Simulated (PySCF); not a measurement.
2,2,2-trifluoroethanol (C2H3F3O), SMILES OCC(F)(F)F. Geometry: PBE-D3(BJ)/def2-SVP. One conformer was computed; it need not be the lowest.

Method: PBE-D3(BJ)/def2-SVP run with PySCF.

Harmonic wavenumbers (cm⁻¹): 112, 214, 326, 394, 424, 520, 533, 648, 814, 921, 1093, 1138, 1172, 1229, 1266, 1347, 1393, 1419, 2925, 3050, 3690. Rotational constants (GHz): 5.228, 2.800, 2.771; symmetry number 1.

Question: Work out the zero-point energy and the ideal-gas rigid-rotor harmonic-oscillator thermochemistry at 298.15 K and 1 atm.

Answer: ZPE = ½ Σ hcν = ½ × 24629 cm⁻¹ = 147.32 kJ/mol. H − E(el) = 165.19 kJ/mol. Entropy in J/(mol K): translation 166.19, rotation 110.77, vibration 44.23, total 321.18. G − E(el) = 69.43 kJ/mol. Cp = 92.44 J/(mol K). Modes under 150 cm⁻¹ make the vibrational entropy uncertain.
